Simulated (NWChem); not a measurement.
System: MgHOBr; SMILES [Mg]([Br])[OH]

```xyz
4

Mg     0.0002    -1.1680     0.0000
Br     0.0000     1.1785     0.0000
O     -0.0005    -2.9202     0.0000
H      0.0029    -3.8710     0.0000
```
Atoms are numbered in this order, from 1.

Results from NWChem. The geometry was optimised at PBE0/def2-SVP.

Predict the results for PBE/def2-TZVP. Quantities: highest occupied level (eV); orbital gap (eV); dipole (D).

The highest occupied level (eV) comes out as -6.67 and the orbital gap (eV) is 4.47. The dipole (D) is 1.95.
